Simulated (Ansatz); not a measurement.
`C[SiH]([S])Cl` radical. Charge 0, multiplicity 2. Geometry: relaxed with PBE0-D4/def2-TZVP.

```xyz
8

C     0.095   -0.785   -0.668
Si   -0.145    0.563    0.589
S    -0.953    2.278   -0.343
Cl    1.663    0.919    1.512
H     0.522   -1.664   -0.180
H    -0.861   -1.054   -1.122
H     0.780   -0.460   -1.453
H    -1.103    0.204    1.664
```

(1) What is the dipole moment at r2SCAN/def2-TZVPP? (Best estimate.)

(2) And with PBE, B3LYP, ωB97M-V? (An estimate is asked.)

(3) Give the Mulliken charges with r2SCAN, B3LYP, PBE in def2-TZVPP. (Best estimate.)

Answers

(1) The calculation gave: 1.98 D, with components (-0.59, -1.70, -0.83) D in this frame, pointing from negative to positive charge.

(2) Ansatz gave: PBE 1.98 D, B3LYP 1.90 D, ωB97M-V 1.85 D.

(3) Computed: 
```
atom  r2SCAN  B3LYP    PBE
  C1   -0.31  -0.38  -0.37
 Si2    0.56   0.53   0.45
  S3   -0.20  -0.19  -0.18
 Cl4   -0.26  -0.26  -0.23
  H5    0.09   0.12   0.12
  H6    0.09   0.12   0.12
  H7    0.09   0.12   0.12
  H8   -0.07  -0.06  -0.05
```

B3LYP here is the variant with VWN-RPA as its local correlation; programs differ in this.
